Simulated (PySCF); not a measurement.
In(Cl)(Br)(OH) (BrClHInO), SMILES [OH][In]([Cl])[Br]. Geometry optimised at PBE-D3(BJ)/def2-SVP. The structure was generated by enumeration; whether it is a known compound was not checked. The def2 effective core potentials stand for the cores of In; spin–orbit coupling is left out. One conformer was computed; it need not be the lowest.

Computed equilibrium geometry at PBE-D3(BJ)/def2-SVP (PySCF confirms it by a frequency run) as a Z-matrix, and its point group (one conformer of several):
point group Cs.
```
In
O 1 2.0089
H 2 0.9792 1 108.20
Cl 1 2.3590 2 119.61 3 0.00
Br 1 2.4748 2 119.83 3 180.00
```
